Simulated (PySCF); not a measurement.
# Silicon: a sound run and one with changed settings

Sound run: Si+ [Ne] 3s2 3p1, Si(2+) [Ne] 3s2. Calculation: PySCF 2.14, in 6-31G* (4s3p1d, 18 functions); no relativity, point nucleus. The sound run starts from symmetry-adapted Hartree-Fock orbitals and uses a fine grid where one is needed.

A second run was set up differently.

```
species  method  sound run (hartree)  changed run (hartree)  converged
    Si+     UHF           -288.55052             -288.55052        yes
    Si+  r2SCAN           -289.01428             -289.16710        yes
    Si+    TPSS           -289.06646             -289.17191        yes
 Si(2+)     UHF           -287.96908             -287.96908        yes
 Si(2+)  r2SCAN           -288.40660             -288.40660        yes
 Si(2+)    TPSS           -288.45806             -288.45806        yes
```

Ionisation energy of Si+:

```
method  sound run (eV)  changed run (eV)
   UHF          15.822            15.822
```

Problem. What was changed?
A. all electrons correlated in a valence basis
B. basis contracted for another Hamiltonian
C. angular grid far too coarse
D. a valence shell is frozen

Solution. C. It used 6 angular points. A coarse angular grid integrates products of high-l functions wrongly, so density functionals can shift, and the SCF can exploit the error; Hartree-Fock and MP2 need no grid.
